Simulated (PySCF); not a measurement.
# Static response to an electric field

AlCl2Et, C2H5AlCl2.
Cartesian coordinates in Å at the PBE0-D3(BJ)/def2-SVP level; atoms count from 1:
```
atom  x, y, z in Å
Al1    0.7015    1.3339    0.5382
Cl2    2.7904    1.4761    0.6902
Cl3   -0.3339    3.1360    0.2438
C4    -0.2296   -0.3692    0.5847
C5    -0.4411   -0.9708   -0.8109
H6    -1.2032   -0.2160    1.0815
H7     0.3404   -1.0662    1.2227
H8    -0.9667   -1.9381   -0.7591
H9    -1.0457   -0.3108   -1.4539
H10    0.5126   -1.1516   -1.3328
```

Level: wB97X-D/def2-SVPD (PySCF), static field, nuclei fixed, core orbitals frozen in the response. The polarisability tensor in these axes (au):

```
x   78.90  1.63  3.52
y    1.63 81.39  2.53
z    3.52  2.53 64.91
```

Question: Give the principal values, the mean and the anisotropy Δα = √{½[(α1 − α2)² + (α2 − α3)² + (α1 − α3)²]}.

Answer: Principal values 63.82, 78.33 and 83.04 au; mean 75.07 au = 11.12 Å³ = 12.38 × 10⁻⁴⁰ C²·m²/J; Δα = 17.35 au (23 % of the mean).

Question: What is the dipole moment, and where does it point?

Answer: (-1.12, -2.09, 0.11) D, 2.37 D in size, pointing from the negative to the positive side. Measured along this direction, the outermost atoms are Cl3 and Cl2 at the negative end and H8 at the positive end.

Question: What depolarisation ratio follows for Rayleigh scattering of linearly polarised light, taking the static tensor?

Answer: ρ = 3Δα²/(45ᾱ² + 4Δα²) = 903.6/(253569 + 1204.8) = 0.00355.

Question: What molar refraction does this α imply?

Answer: Lorentz–Lorenz: R = (4π/3)N_A α = 2.5225 cm³/(mol·Å³) × 11.12 Å³ = 28.1 cm³/mol, in the limit of long wavelengths.

Question: Find the Langevin capture rate constant for NH4+ (18.034 u) meeting this molecule (125.958 u), k = 2.342 × 10⁻⁹ cm³/s × √(α in Å³ / reduced mass in u).

Answer: The reduced mass is 15.78 u, so k = 1.97 × 10⁻⁹ cm³/s. The formula leaves out the permanent dipole, which adds to the capture rate.

Question: In TDDFT the mean static polarisability is Σ f/ω² over all singlet excitations (ω in hartree). How much of it do the 15 lowest give? Their energies (eV) and oscillator strengths: 6.23, 0.0168; 6.91, 0.1647; 7.01, 0.0006; 7.40, 0.0065; 7.57, 0.0398; 7.70, 0.0425; 7.77, 0.0024; 8.01, 0.0674; 8.11, 0.0203; 8.18, 0.1225; 8.27, 0.0018; 8.49, 0.0195; 8.66, 0.0369; 8.80, 0.0524; 8.94, 0.0456.

Answer: They add up to 7.91 au, 10.5 % of the 75.07 au; the largest single term is 2.55 au, from the state at 6.91 eV. Terms in order: 0.32, 2.55, 0.01, 0.09, 0.51, 0.53, 0.03, 0.78, 0.23, 1.36, 0.02, 0.20, 0.36, 0.50, 0.42 au. Higher excitations give the rest. The strengths listed sum to 0.640.

Question: Along which axes do the principal values lie, and how far do the nuclei extend along each?

Answer: Largest value along (0.51, 0.83, 0.22), where the nuclei span 5.07 Å; middle along (0.83, -0.54, 0.12), 3.55 Å; least along (-0.21, -0.12, 0.97), 2.59 Å. The response follows the extents in order.

One conformer (not necessarily the lowest) at the PBE0-D3(BJ)/def2-SVP geometry, without solvent, vibrations or thermal averaging.

The run behind these numbers computed excited states as well. On Arm Neoverse V2, one thread, shared host with 32 logical CPUs at a one-minute load of 16, this took 22 s of wall time (grids of density and orbitals included) and 0.72 GiB of memory at its peak.
